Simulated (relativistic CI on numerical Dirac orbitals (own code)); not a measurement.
A ladder of approximations for the levels of Ni²⁺

Calculated with a relativistic CI code on KLI orbitals (one set per configuration, finite nucleus), adding one ingredient at a time: step 1, Dirac-Coulomb, each configuration alone; step 2, with Breit and QED terms; step 3, with configuration mixing; step 4, with scaled Slater integrals (0.85); step 5, with a P86 correlation estimate; step 6, tied to the ionisation limit. P86 is a density functional for the correlation energy, evaluated here for each configuration and added to its levels. Step 6 is semi-empirical: configurations made of the next ion and one excited electron move by 9749 cm⁻¹, so that their limit matches the tabulated ionisation energy, and those with a non-penetrating f or g electron also take the P86 value of the least penetrating other one.

CI space (outside the closed core [Ne] 3s2): 3p6.3d8, 3p6.3d7.4s, 3p6.3d7.4p, 3p6.3d7.5s, 3p6.3d7.4d, 3p6.3d7.5p, 3p6.3d6.4s.4p, 3p6.3d7.4f, 3p6.3d7.5d, 3p6.3d7.5f, 3p5.3d9, 3p6.3d6.4s2, 3p6.3d5.4s2.4p, 3p6.3d5.4s2.5s, 3p6.3d5.4s2.4d, 3p6.3d5.4s2.5p, 3p6.3d5.4s2.4f.

Computed minus measured energy above the ground level, in cm⁻¹, for 19 of the 56 excited levels that pair in every step (one J of a term; a digit in brackets numbers repeated terms):

```csv
Configuration,Term,J,Measured,Step 1,Step 2,Step 3,Step 4,Step 5,Step 6
3p6.3d8,3F,3,1361,33,-48,-61,-67,-67,-67
3p6.3d8,1D,2,14032,3010,3016,3232,748,743,737
3p6.3d8,3P,2,16662,4030,3967,3551,674,688,705
3p6.3d8,1G,4,23109,3374,3280,3293,-511,-511,-512
3p6.3d8,1S,0,52532,11290,11325,10820,1523,1546,1563
3p6.3d7.4s,5F,5,53704,-12260,-12049,-11603,-8933,-3892,5839
3p6.3d7.4s,5P,3,71067,-7937,-7689,-7470,-7870,-2827,6904
3p6.3d7.4s,3G,5,75124,-9532,-9354,-8943,-9799,-4758,4973
3p6.3d7.4s,3P,2,78304,-4960,-4737,-4543,-6441,-1397,8334
3p6.3d7.4s,1G,4,79250,-8349,-8186,-7893,-9470,-4428,5303
3p6.3d7.4s,3H,6,81687,-8946,-8856,-8485,-10364,-5323,4409
3p6.3d7.4s,1P,1,84604,-5544,-5448,-5140,-7656,-2614,7117
3p6.3d7.4s,1H,5,85834,-7702,-7622,-7397,-9980,-4937,4795
3p6.3d7.4p,5F°,5,110213,-14817,-14680,-14550,-11711,-5758,3952
3p6.3d7.4p,5D°,4,111899,-14481,-14358,-14466,-11754,-5796,3901
3p6.3d7.4p,5G°,6,112788,-14751,-14626,-14257,-11820,-5871,3853
3p6.3d7.4p,3G°,5,115272,-13398,-13276,-13450,-11434,-5477,4223
3p6.3d7.4p,3F°,2,118115,-13017,-12945,-13192,-11420,-5461,4238
3p6.3d7.4p,3D°,3,118745,-12488,-12370,-12685,-11314,-5354,4346
```

Mean absolute errors in cm⁻¹, over all paired levels and for the configurations:

```csv
"Configuration, levels",Step 1,Step 2,Step 3,Step 4,Step 5,Step 6
"all, 56",8317,8208,8017,8171,3638,4878
"3p6.3d8, 8",3762,3739,3537,622,630,639
"3p6.3d7.4s, 35",7292,7163,6880,8626,3584,6147
"3p6.3d7.4p, 13",13878,13773,13838,11591,5635,4069
```

Measured levels: Corliss and Sugar, J. Phys. Chem. Ref. Data 10, 197 (1981).

**Question.** What does each ingredient do to the ground and the excited configurations, and where is the model closest to experiment?

**Answer.** Terms of the ground configuration are off by 3762 at first, 3537 with mixing and 622 after scaling, which stands in for the correlation that narrows term splittings. The Breit and QED terms change the top of the ground term (measured 2270) from 2349 to 2212. Mixing lowers the ground level by 532; relative to it the configurations that move most are 3p6.3d7.4s by +282, 3p6.3d7.4p by -65. The P86 estimate moves 3p6.3d7.4p by +5957, 3p6.3d7.4s by +5042, and takes the mean absolute error of the excited configurations from 9429 to 4139. Step 6 takes that error from 4139 to 5584; it grows for 3p6.3d7.4s. The shift fits the limit, so it does little for low levels whose errors differ from those near the limit. The mean absolute error is lowest at step 5 (3638 cm⁻¹), and the largest single drop is from step 4 to 5 (8171 to 3638).
